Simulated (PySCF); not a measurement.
Species: C3H6SSi.
SMILES: `C=C1C[SiH2]S1`

Jobs on this species (11 atoms, 54 electrons) with PySCF (density fitting). Hardware of each: an Arm Neoverse N1 with one thread, on a shared host. The host was shared with other jobs, so the times are rough. Peak memory is the resident size of the whole Python process, interpreter and libraries included.

**Question.** Rank these jobs by wall time, shortest first.
A. PBE0/STO-3G; shieldings, ring-centre shieldings, charges and field gradients; 39 basis functions
B. PBE0/cc-pVTZ; shieldings, ring-centre shieldings, charges and field gradients; 242 basis functions
C. PBE0/6-31G*; shieldings, ring-centre shieldings, charges and field gradients; 90 basis functions
D. LC-wPBE/pcSseg-2; shieldings, ring-centre shieldings; 278 basis functions

**Answer.** A (4.7 s), C (11 s), B (43 s), D (89 s).

All jobs:

```
level and settings                                                             work  basis functions  SCF cycles  wall time  peak memory
       PBE0/STO-3G  shieldings, ring-centre shieldings, charges and field gradients               39          12      4.7 s     0.52 GiB
       PBE0/6-31G*  shieldings, ring-centre shieldings, charges and field gradients               90          13       11 s     0.49 GiB
       HF/pcSseg-2                               shieldings, ring-centre shieldings              278          11       29 s      1.1 GiB
    PBE0/def2-TZVP  shieldings, ring-centre shieldings, charges and field gradients              203          14       33 s     0.94 GiB
      PBE0/cc-pVTZ  shieldings, ring-centre shieldings, charges and field gradients              242          14       43 s     0.93 GiB
     PBE0/pcSseg-2                               shieldings, ring-centre shieldings              278          14       49 s      1.1 GiB
    B3LYP/pcSseg-2                               shieldings, ring-centre shieldings              278          14       52 s      1.1 GiB
    B97-D/pcSseg-2                               shieldings, ring-centre shieldings              278          16       68 s     0.87 GiB
  LC-wPBE/pcSseg-2                               shieldings, ring-centre shieldings              278          15       89 s      1.1 GiB
```

**Question.** What do all jobs in the table cost together?

**Answer.** About 6.3 min; the longest takes about 24 % of that, and about 19 times as long as the shortest.
